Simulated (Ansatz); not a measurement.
One geometry of CoMe2 (C2H6Co), several levels of theory.

```yaml
crystal:
  periodic: [false, false, false]
  atoms:
    - {symbol: Co, position_ang: [0.498819, -0.315704, -0.003920]}
    - {symbol: C, position_ang: [0.035075, 0.008982, 1.894651]}
    - {symbol: H, position_ang: [-0.000850, 1.081300, 2.115163]}
    - {symbol: H, position_ang: [0.772404, -0.441310, 2.570915]}
    - {symbol: H, position_ang: [-0.942103, -0.420089, 2.141314]}
    - {symbol: C, position_ang: [-0.014209, -0.021119, -1.894361]}
    - {symbol: H, position_ang: [-1.004426, -0.440469, -2.103653]}
    - {symbol: H, position_ang: [0.695780, -0.497980, -2.581956]}
    - {symbol: H, position_ang: [-0.040490, 1.046390, -2.138153]}
basis:
  gaussian: {orbitals: def2-TZVP, initial_orbitals: start.molden}
magnetization: {spin_polarized: true, initial_magnetization: 3}
correlation: {method: ccsd_t}
scf: {omitted_lower_state_checks: [starts, cluster_reference]}
output: {orbitals: {seedname: orbitals}}
```

The file start.molden holds the orbitals of an earlier run on this structure, at another level or in another basis.

```sh
$ ansatz run in.yaml --threads 4 --pin off --events-out ev --progress --plain --max-ram 3916MiB
```

Output, abridged:

```
Functional definition: HF
1132 factors; integrals over basis functions are off by at most 1.3e-3 eV
mean field evaluation 1: about -39743.9254 eV, gradient 1.9e1 eV
mean field evaluation 2: about -39745.4937 eV, gradient 3.2e0 eV
mean field evaluation 4: about -39745.5406 eV, gradient 9.5e-2 eV
mean field evaluation 8: about -39745.5408 eV, gradient 7.1e-6 eV
mean field -39745.54083524 eV, -1460.6216852000 hartree, gradient 7.1e-6 eV, S^2 3.778468; 0 other end points of the search recorded, 0 dependent functions left out
7 core orbitals not correlated: weight in the atoms' cores, before any rotation towards them, 1.000 or more for the frozen orbitals, at most 0.000 for the correlated occupied ones
reference -39745.54083524 eV, -1460.6216852000 hartree; 17, 14 occupied and 119, 122 virtual orbitals, 1132 factors
second order -22.97752608 eV of doubles, -0.00000000 eV of singles
cycle   1  -22.45524786 eV  change    5.2e-1 eV  update   1.3e-1
cycle   2  -23.16992998 eV  change   -7.1e-1 eV  update   4.7e-2
cycle   3  -23.35974115 eV  change   -1.9e-1 eV  update   3.3e-2
cycle   4  -23.37573325 eV  change   -1.6e-2 eV  update   2.0e-2
cycle   5  -23.39501481 eV  change   -1.9e-2 eV  update   1.4e-2
cycle   6  -23.41962513 eV  change   -2.5e-2 eV  update   7.8e-3
cycle   7  -23.42732974 eV  change   -7.7e-3 eV  update   3.7e-3
cycle   8  -23.42883462 eV  change   -1.5e-3 eV  update   2.0e-3
cycle   9  -23.43086494 eV  change   -2.0e-3 eV  update   1.2e-3
cycle  10  -23.42965614 eV  change    1.2e-3 eV  update   8.7e-4
cycle  11  -23.42977378 eV  change   -1.2e-4 eV  update   6.7e-4
cycle  12  -23.43077591 eV  change   -1.0e-3 eV  update   5.0e-4
cycle  13  -23.43045902 eV  change    3.2e-4 eV  update   4.0e-4
cycle  14  -23.43109359 eV  change   -6.3e-4 eV  update   3.2e-4
cycle  15  -23.43076831 eV  change    3.3e-4 eV  update   2.4e-4
cycle  16  -23.43079701 eV  change   -2.9e-5 eV  update   1.5e-4
cycle  17  -23.43088987 eV  change   -9.3e-5 eV  update   7.9e-5
cycle  18  -23.43092698 eV  change   -3.7e-5 eV  update   4.0e-5
cycle  19  -23.43094416 eV  change   -1.7e-5 eV  update   1.9e-5
perturbative correction -0.71551157 eV, -0.0262945653 hartree
Total energy: -39769.68729098 eV, -1461.5090510812 hartree
Checks for a lower state left out: starts, cluster_reference
```

It took 1.8 min on 4 threads of Arm Neoverse V2 on a shared host, peak host memory 2.6 GiB.

As the first input, with `gaussian: {orbitals: STO-3G}`, `hamiltonian: {xc: hf}`, `scf: {omitted_lower_state_checks: [starts]}` and without the key `correlation` (abridged; 0.2 s):

```
Functional definition: HF
mean field evaluation 16: about -39312.4817 eV, gradient 5.2e0 eV
mean field -39313.75200742 eV, -1444.7537384546 hartree, gradient 1.9e-5 eV, S^2 4.768298
Total energy: -39313.75200742 eV, -1444.7537384546 hartree
Checks for a lower state left out: starts
```

The first input with `hamiltonian: {xc: {name: LC-wPBE, parameters: {omega: 0.1/bohr}}}`, `scf: {omitted_lower_state_checks: [starts]}` and without the key `correlation` (abridged; 8 s):

```
Functional definition: LC-wPBE
mean field -39790.45556154 eV, -1462.2722709473 hartree, gradient 5.1e-6 eV, S^2 3.758564
Total energy: -39790.45556171 eV, -1462.2722709533 hartree
Checks for a lower state left out: starts
```

Geometry: PBE0-D4/def2-TZVP.

Correlated methods freeze 7 core orbitals; core or outer-core shells of Co are correlated, in sets that lack core-valence functions. At HF/STO-3G the charge 0 quartet is spin-contaminated (final ⟨S²⟩ up to 4.77, 3.75 for a pure state). The order of the spin states hangs on the level: the doublet lies 0.15 eV below the quartet at LC-ωPBE (ω = 0.10 bohr⁻¹)/def2-TZVP, but 0.77 eV above it at CCSD(T)/def2-TZVP. The doublet is doubtful at CCSD(T)/def2-TZVP (⟨S²⟩ 1.65, where a pure state has 0.75).
